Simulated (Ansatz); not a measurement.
Geometry optimisation, RHF/def2-SVP (Ansatz).

Input file:

```yaml
crystal:
  periodic: [false, false, false]
  atoms:
    - { symbol: Ga, position_ang: [-0.873938, -0.906617, 0.328757] }
    - { symbol: H, position_ang: [1.45883, 0.229156, 1.312376] }
    - { symbol: C, position_ang: [2.156081, 0.081953, 0.475429] }
    - { symbol: H, position_ang: [2.29578, -0.984594, 0.301432] }
    - { symbol: H, position_ang: [1.768709, 0.562404, -0.421654] }
    - { symbol: H, position_ang: [3.114942, 0.527869, 0.738271] }
    - { symbol: Cl, position_ang: [-1.290504, 0.489728, -1.392411] }
basis:
  gaussian: { orbitals: def2-SVP }
hamiltonian:
  xc: hf
relax:
  f_tol: 0.03
  max_steps: 50
output:
  orbitals: {}
```

Launched with:

```bash
$ ansatz run input.yaml --threads 1 --pin off --max-ram 2048MiB --backend cpu --events-out ev --progress --plain --runs-dir out
```

Task: Where does it end, and by what steps?

Result: It converged. The force dipped under the threshold on the way, but the program's further checks kept it going. After 18 steps the energy has fallen by 0.150 eV; Ga1 moved furthest, 1.95 Å.

| step | energy less start (eV) | largest force component (eV/Å) | accepted |
| --- | --- | --- | --- |
| 0 | 0.0000 | 0.406 | yes |
| 1 | -0.0746 | 0.206 | yes |
| 2 | -0.1090 | 0.103 | yes |
| 3 | -0.1278 | 0.075 | yes |
| 4 | -0.1368 | 0.036 | yes |
| 5 | -0.1341 | 0.338 | no |
| 6 | -0.1397 | 0.023 | yes |
| 7 | -0.1416 | 0.053 | yes |
| 8 | -0.1426 | 0.160 | yes |
| 9 | -0.1443 | 0.059 | yes |
| 10 | -0.1455 | 0.013 | yes |
| 11 | -0.1467 | 0.078 | yes |
| 12 | -0.1477 | 0.067 | yes |
| 13 | -0.1487 | 0.032 | yes |
| 14 | -0.1493 | 0.047 | yes |
| 15 | -0.1496 | 0.041 | yes |
| 16 | -0.1499 | 0.038 | yes |
| 17 | -0.1501 | 0.018 | yes |
| 18 | -0.1502 | 0.014 | yes |

```xyz
7
Properties=species:S:1:pos:R:3
Ga -2.689 -1.100 -0.351
H 2.357 0.342 1.678
C 2.540 0.146 0.622
H 2.910 -0.873 0.501
H 1.613 0.267 0.061
H 3.285 0.848 0.247
Cl -1.386 0.371 -1.415
```

Whether the end is a true minimum wasn't checked by a vibrational analysis.

The run took 33 s on 1 thread of AMD EPYC 7R43 64-Core Processor (Zen 3), with other jobs on the host, peak memory 0.17 GiB.
